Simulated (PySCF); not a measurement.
H3O2, SMILES [OH2+]O, charge +1.

Coordinates come from a B3LYP-D3(BJ)/def2-TZVP optimisation. The isomer is the one that the SMILES or the coordinates give; other isomers of the formula were not compared.

Two levels are set side by side: PBE/def2-TZVPD (PySCF) and B3LYP/def2-TZVPD (PySCF). Same geometry, gas phase. Differences are taken from unrounded values.

| quantity | B3LYP |
|---|---|
| orbital gap (eV) | 8.04 |
| highest occupied level (eV) | -17.21 |
| lowest empty level (eV) | -9.17 |
| mean polarisability (bohr³) | 12.5 |

### Question
What does PBE give, and how far is it from B3LYP? (The exact figures need the calculation; the answer reports its results.)

### Answer

```csv
quantity,PBE,PBE minus B3LYP
orbital gap (eV),5.02,-3.02
highest occupied level (eV),-15.42,1.79
lowest empty level (eV),-10.39,-1.23
mean polarisability (bohr³),12.7,0.2
```

Without exact exchange PBE keeps part of each electron's self-repulsion, which lifts occupied levels and narrows the gap. Differences between two approximate levels are no errors against the true value.

Rough cost on one machine, each run with all the roots and properties that it gave: B3LYP against PBE within a factor of 2.
